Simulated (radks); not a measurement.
Q: Ionisation of neutral tellurium, [Kr] 4d10 5s2 5p4, to [Kr] 4d10 5s2 5p3 as the strength of local exchange is varied. Calculated with a radial shooting solver on a logarithmic mesh with Libxc functionals: scalar-relativistic Kohn-Sham, Slater X-alpha exchange (alpha = 2/3 is LDA exchange), no correlation, spin-polarised, spherical densities, finite nucleus; open shells are filled with parallel spins first (spin-orbit coupling, left out, can overturn this in heavy ions); Fermi nuclear charge, rms radius 4.7423 fm.

| alpha | E(Te) (hartree) | exchange (hartree) | IE (eV) | -e of the level emptied (eV) | <r> of it (bohr) |
|---|---|---|---|---|---|
| 0.667 | -6783.77004 | -164.90376 | 7.467 | 4.152 (5p) | 2.751 |
| 0.678 | -6786.49682 | -167.68848 | 7.543 | 4.223 (5p) | 2.742 |
| 0.916 | -6845.75401 | -228.45455 | 9.289 | 5.897 (5p) | 2.573 |
| 1.038 | -6876.32164 | -259.98436 | 10.258 | 6.845 (5p) | 2.497 |
| x | -6875.56842 | -259.20595 | 10.234 | 6.821 (5p) | 2.499 |

Which alpha was used in the last row?

A: alpha = 1.035. NIST Atomic Spectra Database: 9.010 eV (measured). The Delta-SCF value meets it near alpha = 0.88. Open shells are spherical and high-spin; term and fine-structure splittings are not resolved. Spin-orbit splitting is averaged out at the scalar-relativistic level.
